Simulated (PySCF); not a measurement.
# Excitation energy of Mg by level of theory

Mg [Ne] 3s2 (1S) → Mg [Ne] 3s1 4s1 (3S), as a difference of total energies. Calculation: PySCF 2.14, in aug-cc-pVDZ-DK; scalar relativity by spin-free X2C-1e. Correlated levels: valence: [Ne] frozen. The calculations carry no spin-orbit coupling.

| method | excitation energy (eV) |
| --- | --- |
| UHF | 4.256 |
| MP2 (valence) | 4.793 |
| SCS-MP2 (valence) | 4.946 |
| CCSD (valence) | 5.037 |

Errors of the correlated levels include the incompleteness of this basis and the frozen core.

With two correlated electrons CCSD is exact in that space.

Q: Which method comes closest to the reference value, and which is furthest?

A: The reference is 5.108 eV (measured; NIST levels). Closest: CCSD (valence) (error -0.071 eV); furthest: UHF (error -0.852 eV).
